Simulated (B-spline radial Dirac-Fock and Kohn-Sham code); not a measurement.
Photoemission from Pt⁴⁺ at 5640 eV, detector at θ = 45°, φ = 0°

System: the Pt⁴⁺ ion, [Xe] 4f14 5d6. Calculated with a B-spline atomic structure program, using Dirac-Hartree-Slater photoionisation with a Latter tail; cross sections with all multipoles, angular parameters from the dipole term and its interference with E2. Thresholds are orbital energies of the model. For linearly polarised light dσ/dΩ = σ/(4π) [1 + β P₂(cos θ) + (δ + γ cos²θ) sin θ cos φ], with θ from the polarisation vector and φ the angle between the beam and the projection of the electron momentum on the plane normal to the polarisation. The dipole factor is 1 + βP₂ and the non-dipole term is the rest of the bracket. Open shells are filled statistically over j.

```csv
subshell,threshold (eV),σ (kb),β,γ,δ,dipole factor,non-dipole term,dσ/dΩ (kb/sr)
3s,3328.9,10.8,1.92,0.37,-0.002,1.479,+0.130,1.39
3p1/2,3077.7,15.6,1.57,0.00,0.002,1.392,+0.002,1.73
3p3/2,2691.8,30.7,1.64,-0.05,0.013,1.410,-0.009,3.43
3d3/2,2267.3,27.1,1.28,0.48,0.099,1.320,+0.240,3.37
3d5/2,2183.6,36.5,1.23,0.55,0.099,1.307,+0.264,4.57
4s,767.4,3.18,1.93,-0.03,-0.002,1.482,-0.013,0.372
4p1/2,659.3,3.89,1.67,0.07,-0.005,1.418,+0.020,0.445
4p3/2,566.8,7.21,1.75,0.09,0.012,1.437,+0.040,0.848
4d3/2,387.9,4.90,1.35,0.73,0.083,1.338,+0.318,0.646
4d5/2,370.5,6.57,1.25,0.77,0.089,1.313,+0.334,0.861
4f5/2,139.9,0.817,0.87,1.16,0.269,1.219,+0.600,0.118
4f7/2,136.2,1.01,0.85,1.16,0.275,1.212,+0.604,0.146
5s,162.1,0.664,1.93,-0.07,-0.002,1.483,-0.028,0.0769
5p1/2,126.5,0.702,1.68,0.10,-0.006,1.421,+0.032,0.0811
5p3/2,110.1,1.25,1.76,0.13,0.011,1.440,+0.054,0.149
5d3/2,60.41,0.331,1.36,0.77,0.080,1.340,+0.328,0.0440
5d5/2,58.44,0.438,1.25,0.80,0.087,1.313,+0.343,0.0577
```
